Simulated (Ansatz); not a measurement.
Level of theory: frozen-core CCSD(T)/cc-pVTZ // B3LYP-D3(BJ)/def2-SVP in Ansatz (a first-principles code).

Ansatz 0.2 input:
```yaml
crystal:
  periodic: [false, false, false]
  atoms:
    - { symbol: Al, position_ang: [0.124638, -0.035818, 0.01168] }
    - { symbol: H, position_ang: [0.772416, 0.934771, -1.085612] }
    - { symbol: H, position_ang: [0.352362, 0.33378, 1.553511] }
    - { symbol: H, position_ang: [-0.019654, -1.586138, -0.364334] }
    - { symbol: N, position_ang: [-1.870102, 0.537433, -0.175256] }
    - { symbol: H, position_ang: [-2.220267, 0.376979, -1.123186] }
    - { symbol: H, position_ang: [-1.996715, 1.531458, 0.031665] }
    - { symbol: H, position_ang: [-2.473317, 0.01424, 0.464536] }
basis:
  gaussian: { orbitals: cc-pVTZ }
correlation:
  method: ccsd_t
```

Output:

```
Functional definition: HF
842 factors; integrals over basis functions are off by at most 1.3e-3 eV
mean field evaluation 1: about -8159.1688 eV, gradient 2.6e1 eV
mean field evaluation 2: about -8159.1781 eV, gradient 2.6e1 eV
mean field evaluation 4: about -8160.8092 eV, gradient 2.5e0 eV
mean field evaluation 8: about -8160.8323 eV, gradient 3.7e-5 eV
mean field evaluation 16: about -8160.8317 eV, gradient 3.7e-1 eV
mean field -8160.83231523 eV, -299.9050559738 hartree, gradient 1.9e-6 eV, S^2 0.000000; 0 other end points of the search recorded, 0 dependent functions left out
6 core orbitals not correlated
reference -8160.83231523 eV, -299.9050559738 hartree; 7, 7 occupied and 135, 135 virtual orbitals, 842 factors
second order -9.12887145 eV of doubles, -0.00000000 eV of singles
cycle   1  -9.74689815 eV  change   -6.2e-1 eV  update   6.4e-2
cycle   2  -10.05892502 eV  change   -3.1e-1 eV  update   2.0e-2
cycle   3  -10.07882236 eV  change   -2.0e-2 eV  update   5.6e-3
cycle   4  -10.07828309 eV  change    5.4e-4 eV  update   1.7e-3
cycle   5  -10.07850999 eV  change   -2.3e-4 eV  update   4.7e-4
cycle   6  -10.07838891 eV  change    1.2e-4 eV  update   1.4e-4
cycle   7  -10.07835148 eV  change    3.7e-5 eV  update   3.9e-5
cycle   8  -10.07835391 eV  change   -2.4e-6 eV  update   1.3e-5
perturbative correction -0.27821184 eV, -0.0102240967 hartree
Total energy: -8171.18888099 eV, -300.2856527455 hartree
```

Cost: about 22 core-seconds (a rough figure).
